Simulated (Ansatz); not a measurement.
`F[SiH]([SiH3])S` and `FC[SiH](F)S` differ in one atom or group.

Ansatz, PBE0-D4/def2-TZVP geometries, multiplicity 1. Each molecule was computed in one conformer, which needn't be the lowest.

```tsv
property	`F[SiH]([SiH3])S`
HOMO–LUMO gap (PBE0/def2-TZVPP) / eV	7.42
LUMO energy (PBE/def2-TZVPP) / eV	-1.29
LUMO energy (B3LYP/def2-TZVPP) / eV	-0.61
zero-point energy (PBE0-D4/def2-TZVP) / kJ/mol	122.0
LUMO energy (PBE0/def2-TZVPP) / eV	-0.45
LUMO energy (ωB97M-V/def2-TZVPP) / eV	1.34
```

(1) Give the same properties after the change, and the shifts. (Best estimate.)

Answers

(1) Computed: 
```json
{"property": "HOMO–LUMO gap (PBE0/def2-TZVPP) / eV", "`FC[SiH](F)S`": "8.02", "shift": "0.60"}
{"property": "LUMO energy (PBE/def2-TZVPP) / eV", "`FC[SiH](F)S`": "-0.91", "shift": "0.38"}
{"property": "LUMO energy (B3LYP/def2-TZVPP) / eV", "`FC[SiH](F)S`": "-0.24", "shift": "0.37"}
{"property": "zero-point energy (PBE0-D4/def2-TZVP) / kJ/mol", "`FC[SiH](F)S`": "135.8", "shift": "13.8"}
{"property": "LUMO energy (PBE0/def2-TZVPP) / eV", "`FC[SiH](F)S`": "0.03", "shift": "0.48"}
{"property": "LUMO energy (ωB97M-V/def2-TZVPP) / eV", "`FC[SiH](F)S`": "1.82", "shift": "0.48"}
```

With PBE0 the HOMO falls by 0.13 eV and the LUMO rises by 0.48 eV, so the gap widens by about 0.61 eV. PBE moves the HOMO by -0.06 eV and ωB97M-V by -0.23 eV.

B3LYP here is the variant with VWN-RPA as its local correlation; programs differ in this.
